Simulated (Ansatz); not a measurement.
```yaml
crystal:
  periodic: [false, false, false]
  atoms:
    - {symbol: Li, position_ang: [1.660968, 0.375553, -1.809768]}
    - {symbol: Li, position_ang: [0.611487, 1.268606, 2.501942]}
    - {symbol: Li, position_ang: [-0.558243, -1.414870, -1.965140]}
    - {symbol: Li, position_ang: [-0.893788, 1.125664, -0.215491]}
    - {symbol: Li, position_ang: [-1.574754, -0.495460, 2.349006]}
    - {symbol: Li, position_ang: [0.999075, -1.295371, 0.665648]}
    - {symbol: Cl, position_ang: [-0.486479, 0.823337, -2.540204]}
    - {symbol: Cl, position_ang: [-1.574964, 1.782879, 1.950733]}
    - {symbol: Cl, position_ang: [1.657390, -1.922064, -1.525306]}
    - {symbol: Cl, position_ang: [-1.422647, -1.336002, 0.189092]}
    - {symbol: Cl, position_ang: [1.581956, 1.087728, 0.399479]}
basis:
  gaussian: {orbitals: def2-TZVP, initial_orbitals: start.molden}
magnetization: {spin_polarized: true, initial_magnetization: 1}
hamiltonian: {xc: {name: CAM-B3LYP}, dispersion: d4}
scf: {omitted_lower_state_checks: [starts]}
output: {orbitals: {seedname: orbitals}}
```

The file start.molden holds the orbitals of an earlier run on this structure, at another level or in another basis.

```sh
$ ansatz run in.yaml --threads 4 --pin off --events-out ev --progress --plain --max-ram 4787MiB
```

Q: Does this run fit into the memory that it is given?

A: No. It has 269 basis functions, and Ansatz plans for 5.17 GiB where 4.67 GiB are given.
